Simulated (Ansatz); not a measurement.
AlB2H6N, relaxed with RKS PBE0-D4/def2-TZVP in Ansatz from a PBE-D4/def2-SVP geometry. The force threshold is 0.005 eV/Å; the program also tests the step.

Total charge 0; spin multiplicity 1. The bonds changed during the relaxation, so this is another structure than the one it started from.

Start:

```xyz
10

B    -1.325    1.018   -0.607
B     0.062    1.327   -1.042
Al   -0.121   -0.833   -0.235
N     0.987   -1.135    1.135
H    -2.450    0.838   -0.224
H    -0.486    1.816    0.115
H     1.223    1.560   -1.242
H    -0.613   -2.111   -1.053
H     1.382   -0.422    1.753
H     1.341   -2.058    1.401
```

```csv
step,energy (eV),largest force (eV/Å),largest move (Å)
1,-9531.1717,0.657,0.000
2,-9531.2126,0.203,0.027
3,-9531.2176,0.067,0.030
4,-9531.2183,0.077,0.025
5,-9531.2191,0.040,0.048
6,-9531.2196,0.034,0.031
7,-9531.2199,0.062,0.056
8,-9531.2203,0.060,0.023
9,-9531.2209,0.034,0.037
10,-9531.2216,0.045,0.086
11,-9531.2217,0.059,0.077
12,-9531.2220,0.027,0.022
13,-9531.2222,0.025,0.012
14 (rejected),-9531.2222,0.022,0.018
15,-9531.2222,0.008,0.009
16,-9531.2222,0.006,0.015
17,-9531.2223,0.003,0.005
```

End:

```xyz
10

B    -1.308    0.998   -0.736
B     0.107    1.325   -0.894
Al   -0.185   -0.830   -0.124
N     1.094   -1.138    1.054
H    -2.463    0.810   -0.583
H    -0.654    1.831    0.084
H     1.258    1.583   -0.879
H    -0.886   -2.088   -0.779
H     1.629   -0.432    1.533
H     1.408   -2.058    1.322
```

It took 54 s on 2 threads of an Arm Neoverse V2 on a shared host, with 0.33 GiB of host memory at the peak.
